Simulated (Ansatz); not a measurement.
A structure relaxed at PBE0-D4/def2-TZVP, charge 0, multiplicity 1:

```xyz
11

C    -0.835   -1.167    0.775
S    -2.135   -0.226   -0.074
Si   -1.683    1.851   -0.282
S     0.438    2.092   -0.210
C     1.352    0.599   -0.688
H    -1.347   -1.883    1.419
H    -0.225   -0.506    1.386
H    -0.212   -1.708    0.065
H     2.206    0.937   -1.274
H     1.711    0.059    0.187
H     0.729   -0.048   -1.302
```

Problem. Give its formula and SMILES.

Solution. C2H6S2Si, `CS[Si]SC`.

Problem. Point group (tolerance 0.08 Å, 0.16 Å for H)?

Solution. C2.

Problem. Summarise the bond lengths by kind.

Solution. 2 × C–S 1.815 Å; 6 × C–H 1.088 to 1.090 Å; 2 × S–Si 2.136 Å.

Computed with Ansatz.
